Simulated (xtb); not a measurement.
Input file for xtb: GFN2-xTB on F2H2 (a complex), monomers drawn apart or pushed together.

```
$ xtb mol.xyz --gfn 2 --sp --chrg 0 --uhf 0
4

F     -0.08442001     0.71660412    -0.14915627
H     -0.04780698     0.55089004     0.76703706
F      0.40323308    -0.14720807     2.66904839
H      1.07811250    -0.78397965     2.66636582
```

The head of its log:

```
[...]
           -------------------------------------------------
          |                Calculation Setup                |
           -------------------------------------------------



molecular fragmentation (1/2 indicates fragments):
1122
# atoms in fragment 1/2:     2     2
 fragment masses (1/2) :       20.01       20.01
CMA distance (Bohr)    :   5.587
constraining FC (au)   :  0.0500

           -------------------------------------------------
          |                 G F N 2 - x T B                 |
           -------------------------------------------------

        Reference                      10.1021/acs.jctc.8b01176
      * Hamiltonian:
        H0-scaling (s, p, d)           1.850000    2.230000    2.230000
        zeta-weighting                 0.500000
      * Dispersion:
        s8                             2.700000
        a1                             0.520000
        a2                             5.000000
        s9                             5.000000
      * Repulsion:
        kExp                           1.500000    1.000000
        rExp                           1.000000
      * Coulomb:
        alpha                          2.000000
        third order                    shell-resolved
        anisotropic                    true
        a3                             3.000000
        a5                             4.000000
        cn-shift                       1.200000
        cn-exp                         4.000000
        max-rad                        5.000000


          ...................................................
          :                      SETUP                      :
          :.................................................:
          :  # basis functions                  10          :
          :  # atomic orbitals                  10          :
          :  # shells                            6          :
          :  # electrons                        16          :
          :  max. iterations                   250          :
          :  Hamiltonian                  GFN2-xTB          :
          :  restarted?                      false          :
          :  GBSA solvation                  false          :
          :  PC potential                    false          :
          :  electronic temp.          300.0000000     K    :
          :  accuracy                    1.0000000          :
          :  -> integral cutoff          0.2500000E+02      :
          :  -> integral neglect         0.1000000E-07      :
          :  -> SCF convergence          0.1000000E-05 Eh   :
          :  -> wf. convergence          0.1000000E-03 e    :
          :  Broyden damping             0.4000000          :
          :  net charge                          0          :
          :  unpaired electrons                  0          :
          ...................................................

 iter      E             dE          RMSdq      gap      omega  full diag
   1    -10.4868265 -0.104868E+02  0.422E+00   17.44       0.0  T
   2    -10.4915210 -0.469453E-02  0.235E+00   16.43       1.0  T
```

Q: What total energy does the run end on?

A: -10.4525 hartree.
